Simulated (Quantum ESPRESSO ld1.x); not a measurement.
ld1.x (Quantum ESPRESSO 7.5) input

```
 &input
    atom='Mn',
    iswitch=1,
    rel=2,
    dft='PW91',
    config='[Ar] 3d3',
    rel_dist='average',
    verbosity='high',
    lsmall=.true.,
    prefix='ld1',
    max_out_wfc=37,
    file_charge='ld1.rho',
 /
```

It prints (banner and zero overlaps left out):

```
     Program LD1 v.7.5 starts

     --------------------------- All-electron run ----------------------------

     dirac relativistic calculation

     atomic number is 25.00
     dft =PW91   lsd =0 sic =0 latt =0  beta=0.20 tr2=1.0E-14
     Exchange-correlation= PW91
                           (   1   4   2   2   0   0   0)
     mesh =1979 r(mesh) =  99.99540 a.u. xmin = -8.00 dx = 0.00800
     1 Ry =  13.60569312 eV, c = 137.03599908

     n l j   nl                  e(Ry)          e(Ha)          e(eV)
     Spin orbit split results
     1 0 0.5 1S 1( 2.00)    -476.929955116    -238.464977558  -6488.9626105
     2 0 0.5 2S 1( 2.00)     -59.104429311     -29.552214656   -804.1567274
     2 1 0.5 2P 1( 2.00)     -51.262645212     -25.631322606   -697.4638194
     2 1 1.5 2P 1( 4.00)     -50.495810206     -25.247905103   -687.0304977
     3 0 0.5 3S 1( 2.00)     -10.476638815      -5.238319408   -142.5419327
     3 1 0.5 3P 1( 2.00)      -8.205960277      -4.102980138   -111.6477773
     3 1 1.5 3P 1( 4.00)      -8.105567121      -4.052783560   -110.2818588
     3 2 1.5 3D 1( 1.20)      -4.479668829      -2.239834414    -60.9489994
     3 2 2.5 3D 1( 1.80)      -4.467881853      -2.233940927    -60.7886294
     Averaged results
     1 0     1S 1( 2.00)    -476.929955116    -238.464977558  -6488.9626105
     2 0     2S 1( 2.00)     -59.104429311     -29.552214656   -804.1567274
     2 1     2P 1( 6.00)     -50.751421875     -25.375710937   -690.5082716
     3 0     3S 1( 2.00)     -10.476638815      -5.238319408   -142.5419327
     3 1     3P 1( 6.00)      -8.139031506      -4.069515753   -110.7371650
     3 2     3D 1( 3.00)      -4.472596644      -2.236298322    -60.8527774

     final scf error:  4.1E-15 reached in  31 iterations

     Etot =   -2309.363242 Ry,   -1154.681621 Ha,  -31420.487577 eV

     Ekin =    2339.236426 Ry,    1169.618213 Ha,   31826.932961 eV
     Encl =   -5426.889673 Ry,   -2713.444837 Ha,  -73836.595508 eV
     Eh   =     879.559349 Ry,     439.779674 Ha,   11967.014583 eV
     Exc  =    -101.269344 Ry,     -50.634672 Ha,   -1377.839613 eV

     normalization and overlap integrals

     s(1S/1S) =  1.000000  <r> =   0.0609  <r2> =    0.0050  r(max) =   0.0400
     LC norm =  0.99192982 + SC norm =  0.00807018 =  1.00000000
     s(2S/2S) =  1.000000  <r> =   0.2792  <r2> =    0.0922  r(max) =   0.2325
     LC norm =  0.99853606 + SC norm =  0.00146394 =  1.00000000
     s(2P/2P) =  1.000000  <r> =   0.2451  <r2> =    0.0740  r(max) =   0.1873
     LC norm =  0.99855465 + SC norm =  0.00144535 =  1.00000000
     s(2P/2P) =  1.000000  <r> =   0.2480  <r2> =    0.0756  r(max) =   0.1888
     LC norm =  0.99857342 + SC norm =  0.00142658 =  1.00000000
     s(3S/3S) =  1.000000  <r> =   0.8330  <r2> =    0.7974  r(max) =   0.7299
     LC norm =  0.99967011 + SC norm =  0.00032989 =  1.00000000
     s(3P/3P) =  1.000000  <r> =   0.8654  <r2> =    0.8756  r(max) =   0.7357
     LC norm =  0.99970390 + SC norm =  0.00029610 =  1.00000000
     s(3P/3P) =  1.000000  <r> =   0.8731  <r2> =    0.8910  r(max) =   0.7417
     LC norm =  0.99970794 + SC norm =  0.00029206 =  1.00000000
     s(3D/3D) =  1.000000  <r> =   0.9666  <r2> =    1.1495  r(max) =   0.7183
     LC norm =  0.99978759 + SC norm =  0.00021241 =  1.00000000
     s(3D/3D) =  1.000000  <r> =   0.9692  <r2> =    1.1554  r(max) =   0.7183
     LC norm =  0.99978850 + SC norm =  0.00021150 =  1.00000000

     LC charge = 20.96927892 + SC charge =  0.03072108 = 21.00000000

     ------------------------ End of All-electron run ------------------------
```

Run on one thread of a shared host, so times are rough (Intel(R) Xeon(R) Processor @ 2.60GHz): 0.57 s of CPU time, 1.1 s wall, 31 iterations on 1979 mesh points.
